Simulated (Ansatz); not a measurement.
Reaction (cleavage of the Sb–Ge bond): `C#[C][GeH2][SbH2]` + `N[SiH3]` → `[SiH3][NH][SbH2]` + `C#[C][GeH3]`

Calculated with Ansatz (gas phase, PBE0-D4/def2-TZVP geometries, no zero-point term in ΔE). CBS: MP2 limit from def2 TZ/QZ plus the TZ coupled-cluster correction, frozen cores. This one scheme is used for every species. DFT in def2-TZVPP. HSE06 is defined as in plane-wave codes. Elements past krypton have def2 core potentials. For Ge, Sb outer-core shells are correlated without core-valence functions, which leaves a few kJ/mol of doubt a bond. Scalar relativity is left out up to krypton.

```json
{"level": "LDA (SPW92)", "ΔE (kJ/mol)": "70.6"}
{"level": "ωB97M-V", "ΔE (kJ/mol)": "61.7"}
{"level": "PBE-QIDH", "ΔE (kJ/mol)": "67.4"}
{"level": "PBE0", "ΔE (kJ/mol)": "72.0"}
{"level": "HSE06", "ΔE (kJ/mol)": "72.4"}
{"level": "CCSD(T)/def2-SVP", "ΔE (kJ/mol)": "61.7"}
{"level": "SCS-MP2/def2-TZVPP", "ΔE (kJ/mol)": "56.3"}
{"level": "HF/CBS(def2)", "ΔE (kJ/mol)": "54.4"}
```

(1) What does CCSD(T)/CBS give? (Estimate.)

(2) What do rigid-rotor, harmonic-oscillator terms from PBE0-D4/def2-TZVP frequencies (298.15 K, 1 bar) make of the CCSD(T)/CBS value? (Best estimate.)

Largest T1 diagnostic among the species: 0.013.

Results:

(1) Ansatz gave: +61.7 kJ/mol. The listed levels differ from it by 8.9, 0.0, 5.7, 10.3, 10.7, 0.0, -5.4, -7.3 kJ/mol.

(2) The calculation gave: ΔZPE = -6.5 kJ/mol, ΔH = +54.0 kJ/mol, ΔS = -13 J/(mol·K), ΔG = +57.9 kJ/mol.

Leaving LDA and LC-ωPBE aside and taking each functional with its dispersion term where it has one, the values, not all of them listed here, spread over 22.2 kJ/mol, from B97M-V to HSE06-D4. From r2SCAN to r2SCAN0 (25 % exact exchange), in def2-TZVPP and without D4, ΔE moves by +3.3 kJ/mol.
